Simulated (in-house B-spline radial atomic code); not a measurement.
Inner levels of gallium as electrons are removed. A shift is the extra binding of the orbital against the neutral atom ([Ar] 3d10 4s2 4p1). The density at the nucleus is averaged over the nuclear charge. Computed with a radial B-spline atomic code at the basis-set limit: Dirac-Hartree-Fock, average of the configuration, finite nuclei.

```
  ion  configuration  shift of 1s1/2 (eV)  radius of 1s1/2 (bohr)  Σ<r²> (bohr²)  change of density at nucleus (bohr⁻³)
Ga25+   [He] 2s2 2p2               1576.8                0.048319        0.17826                                 77.008
Ga26+   [He] 2s2 2p1              1756.47                0.048256        0.13789                                 174.12
Ga27+       [He] 2s2              1940.42                 0.04819       0.099822                                 274.13
Ga28+       [He] 2s1                    ?                       ?              ?                                      ?
Ga29+            1s2                    ?                       ?              ?                                      ?
Ga30+            1s1              2799.79                0.047551      0.0030281                                 -14904
```

Fill in the row of Ga28+.

shift of 1s1/2 (eV): 2102.38; radius of 1s1/2 (bohr): 0.048183; Σ<r²> (bohr²): 0.052113; change of density at nucleus (bohr⁻³): -1144.82.

Fill in the row of Ga29+.

shift of 1s1/2 (eV): 2267.05; radius of 1s1/2 (bohr): 0.048148; Σ<r²> (bohr²): 0.0062185; change of density at nucleus (bohr⁻³): -2626.65.
